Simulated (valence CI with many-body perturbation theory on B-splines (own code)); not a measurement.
Results of a calculation; reference values are marked as such.
**W²⁴⁺: configurations and terms from energies and g**

Level of theory: valence CI with perturbative core correlation (CI+MBPT): four valence electrons over a frozen Dirac-Fock core [Kr] 4d10, radial functions for each j: 7 s, 7 p, 7 d, 7 f, 4 g, 2 h, with the one-electron correlation potential Σ1, the two-electron term Σ2, the three-electron term Σ3, Breit, model QED; selected CI, second order for the rest (own B-spline code, finite nucleus).

No measured levels were compared; by estimate terms of the open shell hold to a few per cent of their energy, and close levels can change places.

```csv
No.,J,Parity,E (eV),g
1,4,even,0.0000,0.639
2,5,even,1.745,0.909
3,6,even,3.232,1.055
5,7,even,4.434,1.133
6,1,even,5.029,0.110
13,6,even,6.941,0.883
```

Energies count from the lowest level. Strongly mixed levels and levels close to another of their J and parity, and those with J = 0 are left out, so the numbers can have gaps.

Q: Give configuration and LS term of each level.

A: 1: 4f⁴ ⁵I; 2: 4f⁴ ⁵I; 3: 4f⁴ ⁵I; 5: 4f⁴ ⁵I; 6: 4f⁴ ⁵F; 13: 4f⁴ ³K.
